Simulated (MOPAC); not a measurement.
MOPAC input (MNDO):

```
MNDO 1SCF CHARGE=1 GEO-OK AUX(PRECISION=9) THREADS=1
BaF

Ba   -0.00000000 1   -0.00000000 1   -0.28999881 1
F     0.00000000 1    0.00000000 1    1.80443702 1
```

Output:

```
 *******************************************************************************
 **                                                                           **
 **                              MOPAC v23.2.5                                **
 **                                                                           **
 *******************************************************************************
 ** MOPAC's Digital Object Identifier: https://doi.org/10.5281/zenodo.6511958 **
 **                                                                           **
 ** Please cite the open-source release paper for use of this MOPAC version:  **
 ** J. E. Moussa and J. J. P. Stewart (2026)                                  **
 ** MOPAC: An open-source semiempirical molecular orbital program             **
 ** J. Open Source Softw., 11(119), 8025, https://doi.org/10.21105/joss.08025 **
 *******************************************************************************

                              MNDO CALCULATION RESULTS

 *******************************************************************************
 *  MNDO       - The MNDO Hamiltonian to be used
 *  GEO-OK     - OVERRIDE INTERATOMIC DISTANCE AND OTHER SAFETY CHECKS
 *
 *
 *
 *                 CHARGE ON SYSTEM = +1
 *
 *
 *
 *  1SCF       - DO 1 SCF AND THEN STOP
 *  AUX        - OUTPUT AUXILIARY INFORMATION
 *******************************************************************************
MNDO 1SCF CHARGE=1 GEO-OK AUX(PRECISION=9) THREADS=1
 BaF

   ATOM   CHEMICAL          X               Y               Z
  NUMBER   SYMBOL      (ANGSTROMS)     (ANGSTROMS)     (ANGSTROMS)

     1      Ba         -0.00000000  *  -0.00000000  *  -0.28999881  *
     2       F          0.00000000  *   0.00000000  *   1.80443702  *

          CARTESIAN COORDINATES

    NO.       ATOM           X           Y           Z

     1        Ba         -0.0000     -0.0000     -0.2900
     2         F          0.0000      0.0000      1.8044

  F: (MNDO): M.J.S. DEWAR, H.S. RZEPA, J. AM. CHEM. SOC., 100, 777, (1978)
 Ba: (MNDO): J. J. P. STEWART, J. MOL. MOD., 10, 155-164 (2004)

           Empirical Formula: Ba F  =     2 atoms

      MOLECULAR POINT GROUP   :   C*v

      RHF CALCULATION, NO. OF DOUBLY OCCUPIED LEVELS = 4

 -------------------------------------------------------------------------------
 MNDO 1SCF CHARGE=1 GEO-OK AUX(PRECISION=9) THREADS=1
 BaF

     1SCF WAS SPECIFIED, SO BFGS WAS NOT USED
     SCF FIELD WAS ACHIEVED

                              MNDO CALCULATION
                                                       MOPAC v23.2.5 Linux

          FINAL HEAT OF FORMATION =         52.57830 KCAL/MOL =     219.98762 KJ/MOL

          COSMO AREA              =        154.18 SQUARE ANGSTROMS
          COSMO VOLUME            =        178.10 CUBIC ANGSTROMS

          IONIZATION POTENTIAL    =         15.822955 EV
          HOMO LUMO ENERGIES (EV) =        -15.823 -5.082
          NO. OF FILLED LEVELS    =          4
          MOLECULAR WEIGHT        =        156.3284         POINT GROUP:  C*v

          MOLECULAR DIMENSIONS (Angstroms)

            Atom       Atom       Distance
            F     2   Ba     1     2.09444
            F     2   Ba     1     0.00000
           Ba     1    F     2     0.00000

          SCF CALCULATIONS        =          1

   ATOM   CHEMICAL          X               Y               Z
  NUMBER   SYMBOL      (ANGSTROMS)     (ANGSTROMS)     (ANGSTROMS)

     1      Ba         -0.00000000  *  -0.00000000  *  -0.28999881  *
     2       F          0.00000000  *   0.00000000  *   1.80443702  *

                             CARTESIAN COORDINATES

   1   Ba       -0.000000000    -0.000000000    -0.289998810
   2    F        0.000000000     0.000000000     1.804437020

           Empirical Formula: Ba F  =     2 atoms

      MOLECULAR POINT GROUP   :   C*v

                  EIGENVALUES
 -42.00736 -15.82302 -15.82302 -15.82295  -5.08215  -3.46886  -3.46886  -0.29710

              NET ATOMIC CHARGES AND DIPOLE CONTRIBUTIONS

  ATOM NO.   TYPE          CHARGE      No. of ELECS.   s-Pop       p-Pop
    1         Ba           1.554221        0.4458     0.20490     0.24088
    2          F          -0.554221        7.5542     1.84329     5.71093
 DIPOLE           X         Y         Z       TOTAL
 POINT-CHG.     0.000     0.000    -6.798     6.798
 HYBRID         0.000    -0.000    -0.712     0.712
 SUM            0.000    -0.000    -7.510     7.510

          ATOMIC ORBITAL ELECTRON POPULATIONS

     Atom    s        px        py        pz
    1 Ba   0.20490   0.06421   0.06421   0.11246
    2  F   1.84329   1.93579   1.93579   1.83935

 **********************
 *                    *
 * JOB ENDED NORMALLY *
 *                    *
 **********************

 == MOPAC DONE ==
```

The dipole moment of an ion depends on the origin.
